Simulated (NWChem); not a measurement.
Molecule: CH$_{4}$SZn; SMILES [CH3][Zn][SH]

```xyz
7

Zn     0.1276    -0.3306    -0.0003
C      0.1649    -2.2688    -0.0007
H     -0.3281    -2.6758    -0.8974
H     -0.3479    -2.6765     0.8845
H      1.2025    -2.6386     0.0107
S      0.1128     1.8592     0.0002
H     -1.2391     1.9102     0.0004
```
Atoms are numbered in this order, from 1.

Level: PBE0/def2-SVP (NWChem), optimised geometry, unscaled harmonic frequencies. 

```tsv
frequency (cm⁻¹)	IR intensity (km/mol)
24	11.9
113	7.3
117	6.7
370	15.5
581	23.4
597	24.7
686	38.1
690	32.2
1198	1.0
1426	2.7
1427	2.3
2703	2.1
3058	8.7
3164	3.8
3166	4.0
```

```
Quantity                                                                            Value
-----------------------------------------------------------------------  ----------------
zero-point energy                                                           27.6 kcal/mol
thermal correction to the enthalpy at 298.15 K (with zero-point energy)     32.0 kcal/mol
heat capacity Cv                                                         17.6 cal/(mol K)
entropy at 298.15 K and 1 atm (symmetry number 1)                        79.2 cal/(mol K)
dipole moment                                                                      1.97 D
```

Rigid rotor and harmonic oscillator; modes under 100 cm⁻¹ make the entropy uncertain.
